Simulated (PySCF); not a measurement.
A GIAO shielding run with PySCF 2.14 (density fitting, non-relativistic, gas phase) on SMILES CCc1cpc(C#N)s1, C₆H₆NPS:

```
$ OMP_NUM_THREADS=1 python probes_run.py task.json out

{"job": {"kind": "nmr", "xc": "PBE0", "basis": "pcSseg-1"}, "charge": 0, "multiplicity": 1}
C     -2.203488     0.228589     0.752234
C     -1.461992     0.446375    -0.568947
C     -0.041882    -0.005091    -0.459376
C      0.424382    -1.242678    -0.772680
P      2.126789    -1.602808    -0.515041
C      2.445617    -0.018487     0.096526
C      3.699119     0.414742     0.523347
N      4.735608     0.765922     0.874589
S      1.118732     1.099528     0.179548
H     -3.234844     0.558477     0.659687
H     -2.198053    -0.825178     1.021795
H     -1.728973     0.792979     1.551972
H     -1.490683     1.506558    -0.828528
H     -1.957712    -0.115804    -1.362832
H     -0.237033    -1.995136    -1.174206
```

Hardware: 1 thread of an Arm Neoverse V1, shared host. The job also computes population analyses, field gradients, ring-centre shieldings.

Problem. How large is the calculation?

Solution. 80 electrons, 197 basis functions and 1060 auxiliary functions.

Problem. How long does it take, and how much memory does it need?

Solution. 36 s of wall time, with 15 SCF cycles and 5 response iterations; peak memory 0.88 GiB. Times on a shared host scatter by some tens of per cent.
